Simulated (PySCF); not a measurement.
SiFBr, SMILES Br[Si]F (connectivity only; charge and spin as stated), neutral, multiplicity 1.

Geometry optimised at ωB97X-D3(BJ)/def2-TZVP.

Calculation: TDDFT-PBE0/def2-SVPD run with PySCF.

Vertical excitations.  State labels are in the subgroup Cs.

```csv
state,symmetry,energy (eV),λ (nm),f,main pairs
S1,A",4.13,300,0.037,HOMO→LUMO 99 %
S2,A",4.81,258,0.003,HOMO−1→LUMO 99 %
S3,A',5.46,227,0.018,HOMO−2→LUMO 91 %
S4,A',6.86,181,0.163,"HOMO→LUMO+1 50 %, HOMO→LUMO+2 41 %"
S5,A',7.11,174,0.480,"HOMO→LUMO+2 49 %, HOMO→LUMO+1 32 %, HOMO−1→LUMO+2 8 %"
S6,A',7.43,167,0.029,HOMO−1→LUMO+1 92 %
S7,A",7.58,164,0.004,HOMO−2→LUMO+1 95 %
S8,A',7.73,160,0.001,HOMO→LUMO+3 91 %
S9,A",7.94,156,0.002,"HOMO−3→LUMO 50 %, HOMO−2→LUMO+2 44 %"
S10,A",8.11,153,0.065,"HOMO−2→LUMO+2 52 %, HOMO−3→LUMO 42 %"
T1,A",2.48,501,0,HOMO→LUMO 96 %
T2,A',4.60,270,0,HOMO−2→LUMO 99 %
T3,A",4.61,269,0,HOMO−1→LUMO 98 %
T4,A',5.12,242,0,HOMO→LUMO+1 94 %
```
Triplets are in the Tamm–Dancoff approximation, which puts them higher than full response would, so one can lie above its singlet here.
